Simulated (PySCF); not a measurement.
Molecule: SMILES c1(CC)c(C#N)cccc1. Atoms near the plane z = 0.0 Å, at the GFN2-xTB optimised geometry (x, y, z in Å): C2 (-1.5, -1.9, 0.0), C3 (-0.7, -0.6, 0.0), C4 (-1.4, 0.6, 0.0), C5 (-0.7, 1.8, 0.0), C6 (0.7, 1.8, 0.0), C7 (1.4, 0.6, 0.0), C8 (0.7, -0.6, 0.0), C9 (1.4, -1.8, 0.0), N10 (2.0, -2.8, 0.0), H14 (-1.0, -2.6, 0.6), H15 (-2.5, -1.7, 0.4), H16 (-2.4, 0.7, 0.0), H17 (-1.2, 2.8, 0.0), H18 (1.3, 2.8, 0.0), H19 (2.5, 0.6, 0.0).

Level of theory: B3LYP/def2-SVP run with PySCF. Cells within 0.4 Å of a nucleus heavier than hydrogen are left out (blank, or x). The values are rescaled to run from 0 to 1.

```
|6666666666666666666666666|
|6666666666666666666666666|
|6666666666666666666666666|
|6666666666666666666666666|
|6666666666666666666666666|
|6666666660566660666666666|
|6666666662377741666666666|
|6666666666xx49x5666666666|
|6666666676xx3xx5766666666|
|6666666673377733766666666|
|66666603xx57776xx44666666|
|66666644xx57776xx30666666|
|6666666674377733766666666|
|6666666675xx4xx6766666666|
|6666666675xx4xx5766666666|
|6666666663477742666666666|
|66666654xx67675xx66666666|
|66666665xx66666xx57666666|
|66666667756666650x6766666|
|6666666666666667xx4766666|
|6666666666666667656666666|
|6666666666666666676666666|
|6666666666666666666666666|
|6666666666666666666666666|
|6666666666666666666666666|
```
Scale: ten equal steps from 0.000 (start of '0') to 1.00 (end of '9'), in the order '0123456789'; x runs from -5.00 to 5.00, y from -5.00 (bottom) to 5.00 (top).

### Question
Which quantity is mapped?
A. an orbital amplitude
B. electrostatic potential
C. electron localisation function
D. Laplacian of the electron density

### Answer
D, Laplacian of the electron density. In full: Laplacian of the electron density (e/bohr⁵), clipped to [-1.50, 1.50].
